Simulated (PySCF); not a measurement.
Species: C2H5BF2O.
Numbering: `[CH3:1][BH:2][O:3][CH:4]([F:5])[F:6]` (hydrogens: H7, H8, H9 on C1; H10 on B2; H11 on C4)

Geometry (PBE0-D3(BJ)/def2-SVP, Å), atoms numbered from 1 in this order:
```xyz
11
C2H5BF2O angstrom
C     -1.712    0.637    0.463
B     -0.500   -0.255    0.053
O      0.664    0.397   -0.288
C      1.782   -0.285   -0.662
F      1.549   -1.001   -1.773
F      2.162   -1.143    0.296
H     -1.492    1.098    1.443
H     -2.656    0.085    0.555
H     -1.844    1.474   -0.241
H     -0.513   -1.463    0.033
H      2.599    0.429   -0.855
```

All values: PBE0/pcSseg-1 and PBE0/def2-SVPD (PySCF, non-relativistic), on one gas-phase PBE0-D3(BJ)/def2-SVP geometry that isn't relaxed in the solvent. The solvent is an IEF-PCM continuum (cavity from Bondi-type radii × 1.2). Only the electrostatic response of the medium enters.

Gas phase at PBE0/pcSseg-1: HOMO -9.03 eV, LUMO -0.49 eV, dipole 1.25 D.

**Question.** What does the continuum do to the energy, the frontier levels and the dipole at PBE0/pcSseg-1 in dichloromethane and water?

**Answer.** 
```tsv
solvent	ε	E(solvent) − E(gas) (kcal/mol)	polarisation term (kcal/mol)	distortion of the solute (kcal/mol)	HOMO (eV)	LUMO (eV)	dipole (D)
dichloromethane	8.93	-2.52	-2.72	0.20	-8.96	-0.40	1.46
water	78.36	-2.97	-3.25	0.28	-8.96	-0.39	1.50
```

Polarisation term: ½ Σ q·V over the induced surface charges. Distortion: the rise of the solute's own energy as its density leaves the gas-phase optimum. From dichloromethane to water the lowering changes by a factor 1.18, Onsager's factor (ε − 1)/(2ε + 1) by 1.17 and ε itself by 8.8.

**Question.** Which radius a makes the point-dipole formula ΔE = −[(ε − 1)/(2ε + 1)]·μ²/a³ give the value in water, with the gas-phase dipole?

**Answer.** μ = 0.490 au and |ΔE| = 0.00473 Eh give a = 1.55 Å; the farthest nucleus lies 2.74 Å from the centroid of the nuclei, so such a sphere wouldn't even hold the nuclei. The formula assumes a rigid point dipole at the centre of a sphere.

**Question.** Give the dipole vector in the frame of the coordinates (D, pointing from negative to positive charge), gas and water.

**Answer.** Gas (-0.14, 1.22, 0.20), solvent (-0.10, 1.48, 0.23). Its length changes by +20 % and its direction by 2°.

**Question.** Which Hirshfeld charges (PBE0/pcSseg-1) respond most in dichloromethane (means over atoms taken as equivalent)?

**Answer.** 
```
   atoms              environment  gas (e)  solvent (e)  change
     H11         methine hydrogen   +0.060       +0.072  +0.012
   F5/F6  fluorine of a CF2 group   -0.099       -0.106  -0.007
     H10             B–H hydrogen   -0.065       -0.068  -0.003
      O3       boron-bound oxygen   -0.170       -0.173  -0.003
H7/H8/H9          methyl hydrogen   +0.049       +0.051  +0.002
      C4              CHF2 carbon   +0.216       +0.217  +0.001
```

**Question.** Which Mayer bond orders change most in dichloromethane?

**Answer.** 
| bond | length (Å) | gas | solvent | change |
| --- | --- | --- | --- | --- |
| C4–F6 | 1.342 | 0.971 | 0.960 | -0.011 |
| C1–B2 | 1.560 | 1.046 | 1.056 | +0.010 |
| C4–F5 | 1.342 | 0.971 | 0.961 | -0.010 |
| C1–H9 | 1.102 | 0.950 | 0.946 | -0.004 |
| B2–H10 | 1.209 | 0.964 | 0.960 | -0.004 |
| C1–H7 | 1.105 | 0.940 | 0.936 | -0.004 |
| C4–H11 | 1.102 | 0.941 | 0.938 | -0.003 |
| B2–O3 | 1.376 | 1.109 | 1.106 | -0.003 |

**Question.** How do the nuclear quadrupole coupling constants eQVzz/h respond in dichloromethane?

**Answer.** 
```csv
nucleus,Q (barn),gas (MHz),solvent (MHz),η gas,η solvent
11B at B2,0.04059,4.71,4.71,0.47,0.47
17O at O3,-0.0256,-9.03,-8.98,0.10,0.09
```

Gas phase at PBE0/def2-SVPD: HOMO -9.06 eV, LUMO -0.59 eV, dipole 1.31 D.

**Question.** What does the continuum do to the energy, the frontier levels and the dipole at PBE0/def2-SVPD in dichloromethane?

**Answer.** 
| solvent | ε | E(solvent) − E(gas) (kcal/mol) | polarisation term (kcal/mol) | distortion of the solute (kcal/mol) | HOMO (eV) | LUMO (eV) | dipole (D) |
| --- | --- | --- | --- | --- | --- | --- | --- |
| dichloromethane | 8.93 | -2.40 | -2.64 | 0.24 | -8.97 | -0.48 | 1.56 |

**Question.** How does the static polarisability (PBE0/def2-SVPD, frozen core, with the continuum's full static response) change?

**Answer.** 
```tsv
medium	isotropic (au)	principal values (au)	⟨r²⟩ of the electrons (bohr²)
gas	45.7	39.5, 43.2, 54.4	653.8
dichloromethane	55.1	48.4, 53.8, 63.2	653.5
```

The isotropic value in dichloromethane is 1.21 times the gas-phase one; no cavity-field correction is applied. ⟨r²⟩ is taken about the centre of nuclear charge.
